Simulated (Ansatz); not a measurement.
Cartesian coordinates (Å):
```xyz
8

C     -1.8629    -1.1206     0.0794
C     -0.8167    -0.5267     0.1198
C      0.3886     0.1996     0.1631
S      0.4397     1.9363     0.6031
C      1.5757    -0.3328    -0.0736
S      2.9724    -0.9381    -0.3394
H     -2.7857    -1.6454     0.0496
H      0.0889     2.4277    -0.6021
```
Charge 0, spin multiplicity 1.

These are frozen-core CCSD(T)/cc-pVTZ // B3LYP-D3(BJ)/def2-TZVP run with Ansatz (an electronic-structure program) values and carry that method's errors. The restricted HF reference is unstable towards unrestricted orbitals.

```
Item                           Result
----------------------  -------------
HF energy               -947.65542 Ha
MP2 correlation energy    -0.94705 Ha
```

Question: Estimate the CCSD correlation energy, the (T) correction, the total energy and the T1 diagnostic.

Answer: 
CCSD correlation energy: -0.97439 Ha
(T) correction: -0.05822 Ha
CCSD(T) total energy: -948.68803 Ha
T1 diagnostic: 0.016
